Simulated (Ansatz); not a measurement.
Geometry optimisation of C₃H₇BS, SMILES `B1CCCS1`.

```yaml
crystal:
  periodic: [false, false, false]
  atoms:
    - {symbol: B, position_ang: [-1.598709, -0.012934, 0.106688]}
    - {symbol: C, position_ang: [-0.359396, 0.582321, 0.888736]}
    - {symbol: C, position_ang: [0.892757, -0.146211, 0.362618]}
    - {symbol: C, position_ang: [0.706629, -0.421186, -1.132798]}
    - {symbol: S, position_ang: [-1.088823, -0.839737, -1.387979]}
    - {symbol: H, position_ang: [-2.774783, 0.058955, 0.395817]}
    - {symbol: H, position_ang: [-0.321087, 1.672545, 0.643693]}
    - {symbol: H, position_ang: [-0.458655, 0.533014, 1.993037]}
    - {symbol: H, position_ang: [0.996424, -1.116977, 0.893258]}
    - {symbol: H, position_ang: [1.833765, 0.418346, 0.537688]}
    - {symbol: H, position_ang: [0.922142, 0.473457, -1.754210]}
    - {symbol: H, position_ang: [1.326736, -1.256693, -1.512349]}
basis:
  gaussian: {orbitals: def2-TZVP}
hamiltonian: {xc: pbe0, dispersion: d4}
relax: {f_tol: 0.005, max_steps: 150}
```

```sh
$ ansatz run in.yaml --threads 4 --pin off --events-out ev --progress --plain --max-ram 10444MiB
```

Shortened log:

```
Functional definition: PBE0
mean field -14730.79707541 eV, -541.3468076285 hartree, gradient 4.5e-5 eV, S^2 0.000000; 0 other end points of the search recorded, 0 dependent functions left out
relax step   1: F+E_penalty+E_count = -14731.03085503 eV  Δ(F+E_penalty+E_count) = +0.000e0 eV  max|allowed force component| = 5.352e-1 eV/Å  Δτ_max = 0.0000 Å  (28 SCF iters, accepted)
mean field -14730.84170531 eV, -541.3484477471 hartree, gradient 1.4e-5 eV, S^2 0.000000; 0 other end points of the search recorded, 0 dependent functions left out
relax step   2: F+E_penalty+E_count = -14731.07638493 eV  Δ(F+E_penalty+E_count) = -4.553e-2 eV  max|allowed force component| = 2.211e-1 eV/Å  Δτ_max = 0.0219 Å  (31 SCF iters, accepted)
mean field -14730.84707133 eV, -541.3486449446 hartree, gradient 1.4e-5 eV, S^2 0.000000; 0 other end points of the search recorded, 0 dependent functions left out
relax step   3: F+E_penalty+E_count = -14731.08222180 eV  Δ(F+E_penalty+E_count) = -5.837e-3 eV  max|allowed force component| = 6.357e-2 eV/Å  Δτ_max = 0.0122 Å  (32 SCF iters, accepted)
mean field -14730.84717989 eV, -541.3486489340 hartree, gradient 1.4e-5 eV, S^2 0.000000; 0 other end points of the search recorded, 0 dependent functions left out
relax step   4: F+E_penalty+E_count = -14731.08235861 eV  Δ(F+E_penalty+E_count) = -1.368e-4 eV  max|allowed force component| = 2.871e-2 eV/Å  Δτ_max = 0.0039 Å  (32 SCF iters, accepted)
mean field -14730.84722312 eV, -541.3486505226 hartree, gradient 1.4e-5 eV, S^2 0.000000; 0 other end points of the search recorded, 0 dependent functions left out
relax step   5: F+E_penalty+E_count = -14731.08239713 eV  Δ(F+E_penalty+E_count) = -3.852e-5 eV  max|allowed force component| = 1.305e-3 eV/Å  Δτ_max = 0.0015 Å  (32 SCF iters, accepted)
mean field -14730.84722312 eV, -541.3486505226 hartree, gradient 1.4e-5 eV, S^2 0.000000; 1 other end points of the search recorded, 0 dependent functions left out
Total energy: -14731.08242860 eV, -541.3572941647 hartree
Atom 0 at    -1.587497    -0.014025     0.106951 Å, force     0.000226    -0.000031     0.001305 eV/Å
Atom 1 at    -0.357182     0.579891     0.880395 Å, force    -0.000642     0.000192     0.000921 eV/Å
Atom 2 at     0.883870    -0.146804     0.359503 Å, force    -0.000926    -0.000462    -0.000901 eV/Å
Atom 3 at     0.696891    -0.416164    -1.126104 Å, force     0.001231     0.000661     0.001073 eV/Å
Atom 4 at    -1.067844    -0.832526    -1.373052 Å, force     0.000513     0.000513    -0.000184 eV/Å
Atom 5 at    -2.742314     0.055028     0.395523 Å, force     0.000791    -0.000339    -0.000697 eV/Å
Atom 6 at    -0.312317     1.652222     0.634060 Å, force    -0.000335     0.000474    -0.000666 eV/Å
Atom 7 at    -0.449957     0.531408     1.968442 Å, force    -0.000394     0.000226     0.000990 eV/Å
Atom 8 at     0.979383    -1.104669     0.879967 Å, force     0.000118     0.000415    -0.000260 eV/Å
Atom 9 at     1.809342     0.410626     0.533621 Å, force    -0.000217    -0.000989    -0.000687 eV/Å
Atom 10 at     0.913133     0.468014    -1.730953 Å, force    -0.000222    -0.000098    -0.000498 eV/Å
Atom 11 at     1.311492    -1.238100    -1.494154 Å, force    -0.000144    -0.000562    -0.000397 eV/Å
Dipole moment:     0.358875     0.121166     0.116883 e Å
```

Hardware: 4 threads of an Arm Neoverse V1 on a shared host. Wall time 20 s, peak host memory 0.53 GiB.
